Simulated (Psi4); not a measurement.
CHF2, doublet, geometry from GFN2-xTB.

Here is a job for Psi4.
```
memory 2 GB

molecule mol {
0 2
C     0.064014   -0.000538    0.500388
F    -0.080716    1.095665   -0.231130
F    -0.060291   -1.095920   -0.236100
H     0.884973    0.005520    1.202744
}

set {
  basis def2-tzvp
  reference uhf
  freeze_core true
}

energy('mp2')
print_variables()
```

Q: Estimate the total energy that MP2/def2-TZVP run with Psi4 returns for this input.

A: -238.0043 Eh

Q: Estimate the MP2 correlation energy that MP2/def2-TZVP returns for this input.

A: -0.6309 Eh

Q: Predict the number of basis functions from MP2/def2-TZVP.

A: 99

Q: Give the SCF-reference <S^2> at the level MP2/def2-TZVP.

A: 0.756

Q: What nuclear repulsion energy does MP2/def2-TZVP give?

A: 70.2637 Eh

These values belong to the state on which the SCF converged, which isn't shown to be the lowest.
